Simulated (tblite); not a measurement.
Q: What does the GFN2-xTB structure of `[SiH3][C@H]1[C@H](Cl)C=C[C@@H]1Cl` look like in three dimensions?

A: 
```
atom  x, y, z in Å
Si1    2.006    0.375    0.392
C2     0.225   -0.264    0.677
C3    -0.784    0.881    0.588
Cl4   -2.148    0.675    1.762
C5    -1.336    0.769   -0.791
C6    -1.008   -0.385   -1.354
C7    -0.187   -1.225   -0.437
Cl8   -1.231   -2.573    0.178
H9     2.908   -0.775    0.425
H10    2.058    1.026   -0.917
H11    2.320    1.332    1.451
H12    0.169   -0.753    1.650
H13   -0.368    1.861    0.823
H14   -1.963    1.534   -1.213
H15   -1.316   -0.740   -2.321
H16    0.649   -1.729   -0.923
```

Any rigid rotation of these coordinates is as good. Atoms count from 1 in this order. The C–C distances run from 1.326 Å (C5=C6, drawn double) to 1.528 Å (C2–C3, drawn single), a spread of 0.202 Å. The 5-membered ring C2–C3–C5–C6–C7 has internal angles of 104.0° to 111.5°; it is puckered, 0.09 Å rms from its mean plane, widest ring torsion 20°. Si1 (SiH3 silicon) is tetrahedral (angles from 108.0° to 111.5°).

Bonds between heavy atoms (Å): Si1–C2 1.913, C2–C3 1.528, C3–Cl4 1.812, C3–C5 1.490, C5=C6 1.326, C6–C7 1.490, C7–Cl8 1.812, C2–C7 1.528.

Structure optimised with GFN2-xTB, isolated species.

Point group: Cs (tolerance 0.08 Å). Its GFN2-xTB frequencies are all real (lowest 42 cm⁻¹). The numbers are those of one conformer (Si1–C2–C3–Cl4 -144°, C2–C3–C5–C6 13°, C5–C6–C7–Cl8 106°, Si1–C2–C7–C6 -99°).

Time: 1.1 s of wall time. Hardware: Arm Neoverse V1, one thread, shared host with 32 logical CPUs at a one-minute load of 7.2. That covers the optimisation of the geometry.

The numbers are calculated, not measured.
